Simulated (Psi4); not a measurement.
C$_{2}$H$_{6}$Be, singlet, geometry from GFN2-xTB (such geometries of metal compounds can be far from the true shape); B3LYP/6-311G** (Psi4).

Psi4 was given this input:
```
memory 2 GB

molecule mol {
0 1
  Be    0.007439    0.001798   -0.020084
  C     1.343258    0.169613   -1.098410
  H     2.062860   -0.647992   -1.043150
  H     1.939407    1.068895   -0.940478
  H     1.058887    0.212014   -2.150435
  C    -1.337441   -0.187255    1.043311
  H    -1.907740   -1.101152    0.872912
  H    -2.076415    0.611892    0.975924
  H    -1.071648   -0.224685    2.100242
}

set basis 6-311g**
set reference rks

energy('b3lyp')
print_variables()
```

The log (banner, timings and long lists left out):

```
   => Loading Basis Set <=

    Name: 6-311G**
    Role: ORBITAL
    Keyword: BASIS

         ---------------------------------------------------------
                                   SCF
               by Justin Turney, Rob Parrish, Andy Simmonett
                          and Daniel G. A. Smith
                              RKS Reference
         ---------------------------------------------------------

  ==> Geometry <==

    Molecular point group: c1
    Full point group: C1

    Geometry (in Angstrom), charge = 0, multiplicity = 1:

       Center              X                  Y                   Z               Mass
    ------------   -----------------  -----------------  -----------------  -----------------
         BE           0.003797380494     0.008893962415     0.006250972450     9.012183065000
         C            1.339616380494     0.176708962415    -1.072075027550    12.000000000000
         H            2.059218380494    -0.640896037585    -1.016815027550     1.007825032230
         H            1.935765380494     1.075990962415    -0.914143027550     1.007825032230
         H            1.055245380494     0.219109962415    -2.124100027550     1.007825032230
         C           -1.341082619506    -0.180159037585     1.069645972450    12.000000000000
         H           -1.911381619506    -1.094056037585     0.899246972450     1.007825032230
         H           -2.080056619506     0.618987962415     1.002258972450     1.007825032230
         H           -1.075289619506    -0.217589037585     2.126576972450     1.007825032230

  Running in c1 symmetry.

  Rotational constants: A =      2.81202  B =      0.16387  C =      0.16387 [cm^-1]
  Rotational constants: A =  84302.18570  B =   4912.70041  C =   4912.64459 [MHz]
  Nuclear repulsion =   50.662070800038535

  Charge       = 0
  Multiplicity = 1
  Electrons    = 22
  Nalpha       = 11
  Nbeta        = 11

  ==> Algorithm <==

  SCF Algorithm Type is DF.
  DIIS enabled.
  MOM disabled.
  Fractional occupation disabled.
  Guess Type is SAD.
  Energy threshold   = 1.00e-06
  Density threshold  = 1.00e-06
  Integral threshold = 1.00e-12

  ==> Primary Basis <==

  Basis Set: 6-311G**
    Blend: 6-311G**
    Number of shells: 48
    Number of basis functions: 90
    Number of Cartesian functions: 93
    Spherical Harmonics?: true
    Max angular momentum: 2

  ==> DFT Potential <==

   => LibXC <=

    Version 7.1.2
    S. Lehtola, C. Steigemann, M. J. T. Oliveira, and M. A. L. Marques,  SoftwareX 7, 1–5 (2018) (10.1016/j.softx.2017.11.002)

   => Composite Functional: B3LYP <=

    B3LYP Hyb-GGA Exchange-Correlation Functional

    P. J. Stephens, F. J. Devlin, C. F. Chabalowski, and M. J. Frisch,  J. Phys. Chem. 98, 11623 (1994) (10.1021/j100096a001)

    Deriv               =              1
    GGA                 =           TRUE
    Meta                =          FALSE

    Exchange Hybrid     =           TRUE
    MP2 Hybrid          =          FALSE

   => Exchange Functionals <=

    0.0800   Slater exchange
    0.7200         Becke 88

   => Exact (HF) Exchange <=

    0.2000               HF

   => Correlation Functionals <=

    0.1900   Vosko, Wilk & Nusair (VWN5_RPA)
    0.8100   Lee, Yang & Parr

   => LibXC Density Thresholds  <==

    XC_HYB_GGA_XC_B3LYP:  1.00E-15

   => Molecular Quadrature <=

    Radial Scheme          =       TREUTLER
    Pruning Scheme         =           NONE
    Nuclear Scheme         =       TREUTLER

    Blocking Scheme        =         OCTREE
    BS radius alpha        =              1
    Pruning alpha          =              1
    Radial Points          =             75
    Spherical Points       =            302
    Total Points           =         195620
    Total Blocks           =           1499
    Max Points             =            256
    Max Functions          =             90
    Weights Tolerance      =       1.00E-15

   => Loading Basis Set <=

    Name: (6-311G** AUX)
    Role: JKFIT
    Keyword: DF_BASIS_SCF

  ==> Integral Setup <==

  SCF_SUBTYPE=INCORE selected. In-core MEM_DF algorithm will be used.
  Using in-core AOs.

  ==> MemDFJK: Density-Fitted J/K Matrices <==

    J tasked:                   Yes
    K tasked:                   Yes
    wK tasked:                   No
    Algorithm:                 Core
    Schwarz Cutoff:           1E-12
    Mask sparsity (%):       4.0247
    Fitting Condition:        1E-10

   => Auxiliary Basis Set <=

  Basis Set: (6-311G** AUX)
    Blend: CC-PVTZ-JKFIT + DEF2-UNIVERSAL-JKFIT
    Number of shells: 127
    Number of basis functions: 389
    Number of Cartesian functions: 462
    Spherical Harmonics?: true
    Max angular momentum: 4

  Minimum eigenvalue in the overlap matrix is 3.0692380612E-03.
  Reciprocal condition number of the overlap matrix is 4.7421250134E-04.
    Using symmetric orthogonalization.

  ==> Pre-Iterations <==

  SCF Guess: Superposition of Atomic Densities via on-the-fly atomic UHF (no occupation information).

   -------------------------
    Irrep   Nso     Nmo
   -------------------------
     A         90      90
   -------------------------
    Total      90      90
   -------------------------

  ==> Iterations <==

                           Total Energy        Delta E     RMS |[F,P]|

   @DF-RKS iter SAD:   -93.71411784982398   -9.37141e+01   0.00000e+00
   @DF-RKS iter   1:   -93.99133722371511   -2.77219e-01   1.25260e-02 DIIS/ADIIS
   @DF-RKS iter   2:   -93.68382432887127    3.07513e-01   1.35018e-02 DIIS/ADIIS
   @DF-RKS iter   3:   -94.61372595241920   -9.29902e-01   5.48080e-04 DIIS/ADIIS
   @DF-RKS iter   4:   -94.61546798493745   -1.74203e-03   3.61795e-05 DIIS
   @DF-RKS iter   5:   -94.61547255484098   -4.56990e-06   1.42419e-05 DIIS
   @DF-RKS iter   6:   -94.61547365090617   -1.09607e-06   3.29650e-06 DIIS
   @DF-RKS iter   7:   -94.61547370776276   -5.68566e-08   1.64056e-07 DIIS
  Energy and wave function converged.

  ==> Post-Iterations <==

   Electrons on quadrature grid:
      Ntotal   =   22.0000211477 ; deviation = 2.115e-05

    Orbital Energies [Eh]
    ---------------------

    Doubly Occupied:

[...]
    Virtual:

[...]
      90A     23.952892

    Final Occupation by Irrep:
              A
    DOCC [    11 ]
    NA   [    11 ]
    NB   [    11 ]

  @DF-RKS Final Energy:   -94.61547370776276

   => Energetics <=

    Nuclear Repulsion Energy =             50.6620708000385349
    One-Electron Energy =                -225.7920536445489859
    Two-Electron Energy =                  93.4625361914039559
    DFT Exchange-Correlation Energy =     -12.9480270546562846
    Empirical Dispersion Energy =           0.0000000000000000
    VV10 Nonlocal Energy =                  0.0000000000000000
    Total Energy =                        -94.6154737077627601

Computation Completed

Properties will be evaluated at   0.000000,   0.000000,   0.000000 [a0]

Properties computed using the SCF density matrix

 Multipole Moments:

 ------------------------------------------------------------------------------------
     Multipole            Electronic (a.u.)      Nuclear  (a.u.)        Total (a.u.)
 ------------------------------------------------------------------------------------

 L = 1.  Multiply by 2.5417464519 to convert [e a0] to [Debye]
 Dipole X            :          0.0214348           -0.0190988            0.0023361
 Dipole Y            :          0.0500530           -0.0445537            0.0054993
 Dipole Z            :          0.0351593           -0.0312667            0.0038927
 Magnitude           :                                                    0.0071310

 ------------------------------------------------------------------------------------

  Variable Map:
  ----------------------------------------------------------------------------
[...]
  Array Variable Map:
  ----------------------------------------------------------------------------
[...]
[...]
```
